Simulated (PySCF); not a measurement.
Which determinant of GaN lies lowest?

Unrestricted PBE0; PySCF, scalar-relativistic core potentials, basis sets Ga cc-pVDZ-PP with ECP10, N cc-pVDZ. Outer shells of the fragments: Ga 3d10 4s2 4p1; N 2s2 2p3.

Followed along the bond (rough minima from three points):

| 2Ms+1 | unpaired | ⟨S²⟩ at the start | R at minimum (Å) | Te (eV) |
| --- | --- | --- | --- | --- |
| 3 | π ↑↑ | 2.01 | 2.03 | 0.00 |
| 3 | σ ↑, π ↑ | 2.03 | 1.87 | 0.11 |
| 1 | σ ↓, π ↑ | 1.01 | 1.85 | 0.51 |
| 1 | π ↑↓ | 1.00 | 2.02 | 0.54 |
| 5 | σ ↑, π ↑↑↑ | 6.01 | none in the scan | ≤ 2.12 |

Solutions found at the starting distance of 1.860 Å, counted from the lowest of them; the search is not exhaustive and high or unbound solutions are not listed, so other states can lie among these:

```json
{"2Ms+1": "3", "unpaired": "σ ↑, π ↑", "term": "³Π", "E (eV)": "0.00", "⟨S²⟩": "2.03", "⟨Lz²⟩": "1.01", "μ (D)": "-2.39"}
{"2Ms+1": "3", "unpaired": "π ↑↑", "term": "³Σ⁻", "E (eV)": "0.06", "⟨S²⟩": "2.01", "⟨Lz²⟩": "0.00", "μ (D)": "-1.04"}
{"2Ms+1": "1", "unpaired": "σ ↓, π ↑", "term": "mixed", "E (eV)": "0.40", "⟨S²⟩": "1.01", "⟨Lz²⟩": "1.02", "μ (D)": "-2.68"}
{"2Ms+1": "1", "unpaired": "π ↑↓", "term": "mixed", "E (eV)": "0.60", "⟨S²⟩": "1.00", "⟨Lz²⟩": "2.01", "μ (D)": "-0.98"}
{"2Ms+1": "1", "unpaired": "none", "term": "¹Σ⁺", "E (eV)": "1.65", "⟨S²⟩": "0.00", "⟨Lz²⟩": "0.00", "μ (D)": "-4.08"}
{"2Ms+1": "1", "unpaired": "none", "term": "mixed", "E (eV)": "2.13", "⟨S²⟩": "0.00", "⟨Lz²⟩": "2.00", "μ (D)": "-0.76"}
```

A term symbol is given only where ⟨S²⟩ and ⟨Lz²⟩ are close to those of a pure state; real π, δ and φ orbitals otherwise mix terms. A positive dipole means Ga(−)N(+).

Problem. Compare the gap between the two lowest followed solutions at the starting distance with the gap between their minima.

Solution. At PBE0 the second solution (triplet, unpaired electrons σ ↑, π ↑) lies -0.06 eV from the first (triplet, unpaired electrons π ↑↑) at 1.860 Å and +0.11 eV at the minima; the two curves relax by different amounts, since their minima lie near 1.87 and 2.03 Å.

Spin–orbit coupling is left out.
